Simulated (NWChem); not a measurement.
The numbers come from NWChem runs, not from measurements. System: H2OSn, charge 0, spin multiplicity 1, at a geometry optimised with B3LYP/def2-SVP with def2 effective core potentials on Sn. The structure started from a generated list of species. Level: RHF/def2-TZVPD with def2 effective core potentials on Sn.

Output (cleaned and shortened):

```
             Northwest Computational Chemistry Package (NWChem) 7.3.0
             --------------------------------------------------------

                                NWChem Input Module
                                -------------------

 Scaling coordinates for geometry "geometry" by  1.889725989
 (inverse scale =  0.529177249)

 Turning off AUTOSYM since
 SYMMETRY directive was detected!

                             Geometry "geometry" -> ""
                             -------------------------

 Output coordinates in angstroms (scale by  1.889725989 to convert to a.u.)

  No.       Tag          Charge          X              Y              Z
 ---- ---------------- ---------- -------------- -------------- --------------
    1 Sn                  50.0000     0.19325700     0.24176700     0.00000000
    2 H                    1.0000     1.53236700    -0.98353400     0.00000000
    3 O                    8.0000    -1.27925800    -1.13230200     0.00000000
    4 H                    1.0000    -0.96115500    -2.04640000     0.00000000

 Effective nuclear repulsion energy (a.u.)     136.0712917500

            Nuclear Dipole moment (a.u.)
            ----------------------------
        X                 Y               Z
 ---------------- ---------------- ----------------
    -0.0000037795     0.0000000000     0.0000000000

      Symmetry information
      --------------------

 Group name             Cs
 Group number              2
 Group order               2
 No. of unique centers     4

      Symmetry unique atoms

     1    2    3    4


 Summary of "ao basis" -> "" (spherical)
 ------------------------------------------------------------------------------
       Tag                 Description            Shells   Functions and Types
 ---------------- ------------------------------  ------  ---------------------
 *                         def2-tzvpd                 on all atoms

 Summary of "ao basis" -> "ao basis" (spherical)
 ------------------------------------------------------------------------------
       Tag                 Description            Shells   Functions and Types
 ---------------- ------------------------------  ------  ---------------------
 Sn                        def2-tzvpd               18       56   7s5p4d2f
 H                         def2-tzvpd                5        9   3s2p
 O                         def2-tzvpd               14       40   6s4p3d1f

                                 NWChem SCF Module
                                 -----------------

  ao basis        = "ao basis"
  functions       =   114
  atoms           =     4
  closed shells   =    16
  open shells     =     0
  charge          =   0.00
  wavefunction    = RHF
  use symmetry    = T
  symmetry adapt  = T

 Summary of "ao basis" -> "ao basis" (spherical)
 ------------------------------------------------------------------------------
       Tag                 Description            Shells   Functions and Types
 ---------------- ------------------------------  ------  ---------------------
 Sn                        def2-tzvpd               18       56   7s5p4d2f
 H                         def2-tzvpd                5        9   3s2p
 O                         def2-tzvpd               14       40   6s4p3d1f

      Symmetry analysis of basis
      --------------------------

        a'         78
        a"         36

 Forming initial guess at       0.1s

      Superposition of Atomic Density Guess
      -------------------------------------

 Sum of atomic energies:        -324.89713383

      Non-variational initial energy
      ------------------------------

 Total energy =    -289.141642
 1-e energy   =    -605.976842
 2-e energy   =     253.563077
 HOMO         =      -0.242622
 LUMO         =      -0.063763

      Symmetry analysis of molecular orbitals - initial
      -------------------------------------------------

  Numbering of irreducible representations:

     1 a'          2 a"

  Orbital symmetries:

     1 a'          2 a'          3 a'          4 a'          5 a"
     6 a'          7 a'          8 a'          9 a"         10 a"
    11 a'         12 a'         13 a'         14 a"         15 a'
    16 a'         17 a"         18 a'         19 a'         20 a'
    21 a'         22 a'         23 a"         24 a'         25 a"
    26 a'

 Starting SCF solution at       1.2s

 ----------------------------------------------
         Quadratically convergent ROHF

 Convergence threshold     :          1.000E-07
 Maximum no. of iterations :          100
 Final Fock-matrix accuracy:          1.000E-09
 ----------------------------------------------

              iter       energy          gnorm     gmax       time
             ----- ------------------- --------- --------- --------
                 1     -289.3443445180  1.11D+00  3.16D-01      1.3
                 2     -289.4081960039  2.53D-01  5.69D-02      1.4
                 3     -289.4149249226  7.57D-03  1.47D-03      1.7
                 4     -289.4149337616  3.95D-05  1.11D-05      2.0
                 5     -289.4149337619  4.40D-09  9.06D-10      2.6

       Final RHF  results
       ------------------

         Total SCF energy =   -289.414933761882
      One-electron energy =   -607.444122679015
      Two-electron energy =    254.757065544909
 Nuclear repulsion energy =     63.272123372224

        Time for solution =      1.3s

       Symmetry analysis of molecular orbitals - final
       -----------------------------------------------

  Numbering of irreducible representations:

     1 a'          2 a"

  Orbital symmetries:

     1 a'          2 a'          3 a"          4 a'          5 a'
     6 a'          7 a"          8 a'          9 a"         10 a'
    11 a'         12 a'         13 a'         14 a"         15 a'
    16 a'         17 a"         18 a'         19 a'         20 a'
    21 a'         22 a"         23 a'         24 a'         25 a"
    26 a"

             Final eigenvalues
             -----------------

              1
    1  -20.5325
    2   -5.8707
    3   -4.0646
    4   -4.0564
    5   -4.0525
    6   -1.3480
    7   -1.3284
    8   -1.3267
    9   -1.3235
   10   -1.3146
   11   -1.2532
   12   -0.6553
   13   -0.5763
   14   -0.4720
   15   -0.4531
   16   -0.3372
   17    0.0024
   18    0.0526
   19    0.0661
   20    0.0996
   21    0.1129
   22    0.1174
   23    0.1252
   24    0.1309
   25    0.1347
   26    0.1636

                       ROHF Final Molecular Orbital Analysis
                       -------------------------------------

 Vector   14  Occ=2.000000D+00  E=-4.719853D-01  Symmetry=a"
              MO Center= -1.2D+00, -1.1D+00, -7.9D-16, r^2= 8.6D-01
   Bfn.  Coefficient  Atom+Function         Bfn.  Coefficient  Atom+Function
  ----- ------------  ---------------      ----- ------------  ---------------
    74      0.434190  3 O  pz                77      0.399863  3 O  pz
    80      0.302835  3 O  pz

 Vector   15  Occ=2.000000D+00  E=-4.531159D-01  Symmetry=a'
              MO Center= -2.9D-01, -7.8D-01,  1.5D-16, r^2= 2.9D+00
   Bfn.  Coefficient  Atom+Function         Bfn.  Coefficient  Atom+Function
  ----- ------------  ---------------      ----- ------------  ---------------
    72      0.341940  3 O  px                75      0.317613  3 O  px
    78      0.237590  3 O  px                 6     -0.232657  1 Sn s
     5     -0.179343  1 Sn s                 58     -0.170969  2 H  s
    17     -0.163413  1 Sn px                11      0.160634  1 Sn px

 Vector   16  Occ=2.000000D+00  E=-3.371819D-01  Symmetry=a'
              MO Center=  4.1D-01,  3.5D-01, -1.7D-15, r^2= 3.1D+00
   Bfn.  Coefficient  Atom+Function         Bfn.  Coefficient  Atom+Function
  ----- ------------  ---------------      ----- ------------  ---------------
     5      0.402757  1 Sn s                  6      0.392632  1 Sn s
    18      0.321000  1 Sn py                 2      0.299642  1 Sn s
    12     -0.242054  1 Sn py                 3     -0.239388  1 Sn s
    58     -0.215512  2 H  s                 15      0.204636  1 Sn py
     1     -0.189029  1 Sn s                  4     -0.188071  1 Sn s

 Vector   17  Occ=0.000000D+00  E= 2.367216D-03  Symmetry=a"
              MO Center=  3.8D-01,  3.7D-01,  3.7D-15, r^2= 5.0D+00
   Bfn.  Coefficient  Atom+Function         Bfn.  Coefficient  Atom+Function
  ----- ------------  ---------------      ----- ------------  ---------------
    22      0.680482  1 Sn pz                19      0.320439  1 Sn pz
    13     -0.269336  1 Sn pz                16      0.227775  1 Sn pz

 Vector   18  Occ=0.000000D+00  E= 5.263908D-02  Symmetry=a'
              MO Center= -8.7D-01, -7.2D-01,  1.8D-15, r^2= 1.2D+01
   Bfn.  Coefficient  Atom+Function         Bfn.  Coefficient  Atom+Function
  ----- ------------  ---------------      ----- ------------  ---------------
    71      3.340998  3 O  s                  7     -2.236297  1 Sn s
    20      1.179134  1 Sn px                21      1.151672  1 Sn py
     6     -0.725102  1 Sn s                 81      0.709797  3 O  px
   108     -0.679263  4 H  s                 82      0.536196  3 O  py
    17      0.530479  1 Sn px                18      0.283863  1 Sn py

 Vector   19  Occ=0.000000D+00  E= 6.606619D-02  Symmetry=a'
              MO Center=  1.7D+00,  1.3D+00,  1.2D-14, r^2= 8.2D+00
   Bfn.  Coefficient  Atom+Function         Bfn.  Coefficient  Atom+Function
  ----- ------------  ---------------      ----- ------------  ---------------
     7      2.031166  1 Sn s                 71     -1.945904  3 O  s
     6     -1.357105  1 Sn s                108      1.088602  4 H  s
    38      0.438761  1 Sn d -2             113      0.370820  4 H  py
    79      0.344355  3 O  py                82      0.280392  3 O  py
   112     -0.267897  4 H  px                20      0.254128  1 Sn px

 center of mass
 --------------
 x =   0.04031345 y =   0.10205612 z =   0.00000000

 moments of inertia (a.u.)
 ------------------
         114.980185978639        -103.504655918767           0.000000000000
        -103.504655918767         120.754941036306           0.000000000000
           0.000000000000           0.000000000000         235.735127014945

  Mulliken analysis of the total density
  --------------------------------------

    Atom       Charge   Shell Charges
 -----------   ------   -------------------------------------------------------
    1 Sn  22    21.39   0.28 -0.77  1.53  0.95  1.02  0.81  0.03 -0.40  6.36  0.48  0.77  0.17  8.96  1.05  0.11 -0.00  0.04  0.00
    2 H    1     1.11   0.21  0.58  0.31  0.01 -0.00
    3 O    8     8.84   0.79  1.18  0.56  0.96  0.34 -0.04  1.82  2.07  1.11  0.03  0.00  0.02 -0.00  0.00
    4 H    1     0.66   0.24  0.32  0.05  0.05  0.00

       Multipole analysis of the density wrt the origin
       ------------------------------------------------

     L   x y z        total         open         nuclear
     -   - - -        -----         ----         -------
     0   0 0 0      0.000000      0.000000     32.000000

     1   1 0 0      0.654607      0.000000    -10.225681
     1   0 1 0      0.214182      0.000000    -12.792455
     1   0 0 1      0.000000      0.000000      0.000000

     2   2 0 0    -27.734510      0.000000     61.371017
     2   1 1 0     -0.088308      0.000000     46.694285
     2   1 0 1     -0.000000      0.000000      0.000000
     2   0 2 0    -23.444968      0.000000     59.629214
     2   0 1 1     -0.000000      0.000000      0.000000
     2   0 0 2    -21.039677      0.000000      0.000000

 Task  times  cpu:        2.6s     wall:        2.6s

 Total times  cpu:        2.6s     wall:        2.6s
```

**Question.** Write an NWChem input that would produce this output.

**Answer.** This is not unique; one that fits is 
```
start mol
memory heap 200 mb stack 900 mb global 1100 mb
geometry units angstroms nocenter noautoz
  Sn     0.193257     0.241767     0.000000
  H      1.532367    -0.983534     0.000000
  O     -1.279258    -1.132302     0.000000
  H     -0.961155    -2.046400     0.000000
  symmetry group Cs
end
basis spherical
  * library def2-tzvpd
end
ecp
  Sn library def2-ecp
end
scf
  rhf
  nopen 0
  maxiter 100
  thresh 1e-7
  semidirect memsize 60000000 filesize 0
end
task scf energy
```
